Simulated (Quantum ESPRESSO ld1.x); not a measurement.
Question: The mean radii <r> (bohr) of the occupied orbitals of an atom or ion are listed with their occupations. All-electron calculation, scalar-relativistic Kohn-Sham, PBE, spin-unpolarised, spherical densities, point nucleus. Program: ld1.x of Quantum ESPRESSO 7.5.

orbital  occ.      <r>
1s          2  0.02001
2s          2  0.08487
2p          6  0.07542
3s          2   0.2210
3p          6   0.2203
3d         10   0.1999
4s          2   0.4968
4p          6   0.5268
4d         10   0.5677
5s          2    1.185
5p          6    1.370
4f         11   0.7138
6s          1    2.828

Name the element and its charge.

Answer: Z = 69, thulium, charge +3: Tm3+ in [Xe] 4f11 6s1. The 1s radius gives Z: for a bare nucleus <r> = (2 gamma + 1)/(2Z) with gamma = sqrt(1 - (Z/c)^2), 0.01977 bohr for Z = 69, and screening makes it slightly larger (0.02001 here). The occupations add up to 66, and the charge is Z minus that.
